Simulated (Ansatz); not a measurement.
Consider the ligand exchange at the Al–C bond: `C[O][Al]([CH3])[Cl]` + H–F → `C[O][Al]([F])[Cl]` + CH₄.

Program: Ansatz. Geometries: PBE0-D4/def2-TZVP. ΔE: electronic, gas phase. CBS: MP2 limit from def2 TZ/QZ plus the TZ coupled-cluster correction, frozen cores. This one scheme is used for every species. DFT in def2-TZVPP. One conformer a species, not always the lowest.

(1) Is it downhill or uphill in electronic energy at CCSD(T)/CBS, and by how much? (Best estimate.)

(2) What do these levels give: PBE-D4, PBE0-D4, revPBE, r2SCAN0, BHLYP, MP2/def2-SVP? (Estimate.)

Largest T1 diagnostic among the species: 0.011.

Results:

(1) Computed: Downhill: ΔE = -172.1 kJ/mol.

(2) Ansatz gave: PBE-D4 -161.6, PBE0-D4 -163.7, revPBE -166.5, r2SCAN0 -175.9, BHLYP -185.1, MP2/def2-SVP -186.0 kJ/mol.

Leaving LDA and LC-ωPBE aside and taking each functional with its dispersion term where it has one, the values, not all of them listed here, spread over 19.6 kJ/mol, from BHLYP-D4 to revPBE-D4. LDA lies +7.4 kJ/mol from PBE without D4. In def2-TZVPP, CCSD(T) changes the Hartree–Fock value by +20.5 kJ/mol (the triples alone add +3.0 kJ/mol) and MP2 by +19.3 kJ/mol. From BLYP to BHLYP (50 % exact exchange), in def2-TZVPP and without D4, ΔE moves by −4.7 kJ/mol.
